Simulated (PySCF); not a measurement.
**Scandium: a sound run and one with changed settings**

Sound run: Sc⁺ [Ar] 3d1 4s1, Sc²⁺ [Ar] 3d1. All numbers are calculated (PySCF 2.14, no relativity, point nucleus, in 6-31G* (5s4p2d1f, 34 functions)). The sound run starts from symmetry-adapted Hartree-Fock orbitals and uses a fine grid where one is needed.

Changed run: initial guess minao, at most 3 SCF cycles. This setting is unsound on purpose.

| species | method | sound run (hartree) | changed run (hartree) | converged |
| --- | --- | --- | --- | --- |
| Sc⁺ | UHF | -759.47888 | -759.47883 | no |
| Sc⁺ | PBE | -760.08505 | -760.07799 | no |
| Sc⁺ | MN15 | -760.26171 | -760.25361 | no |
| Sc²⁺ | UHF | -759.03204 | -759.03198 | no |
| Sc²⁺ | PBE | -759.60870 | -759.60870 | no |
| Sc²⁺ | MN15 | -759.80512 | -759.80512 | no |

The SCF was stopped early; the energies are upper bounds that still move, and correlated levels were skipped or rest on poor orbitals.
